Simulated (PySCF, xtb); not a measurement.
GeF₃Br, SMILES [F][Ge]([F])([F])[Br].

Harmonic wavenumbers (cm⁻¹) from GFN2-xTB in xtb at its own minimum, in rising order: 109, 110, 164, 164, 175, 303, 489, 522, 522.

### Question
What does PBE-D3(BJ)/def2-SVP in PySCF 2.14.0 give at its own minimum? (The exact figures need the calculation; the answer reports its results.)

### Answer
143, 143, 225, 225, 227, 339, 697, 746, 746. Paired by order, the mean absolute difference is 103 cm⁻¹ and the zero-point energies are 3.7 and 5.0 kcal/mol.
